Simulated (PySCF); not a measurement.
Electron correlation in Pt (platinum, neutral)

[Xe] 4f14 5d9 6s1, high-spin 3D determinant. All numbers are calculated (PySCF 2.14, scalar relativity through the core potential, in aug-cc-pVDZ-PP with ECP60MDF (5s5p4d2f, 54 functions)). Frozen: 5s2 5p6; 10 electrons correlated.

| level | correlation energy (mhartree) |
| --- | --- |
| CCSD | -255.57 |
| (T) | -7.87 |
| CCSD(T) | -263.44 |

Diagnostics: T1 = 0.015, D1 = 0.0461, largest double amplitude 0.022.

Spin-orbit coupling, absent here, splits the open shell strongly.

Cost of the coupled-cluster step: about 6 core-seconds, for 10 correlated electrons.
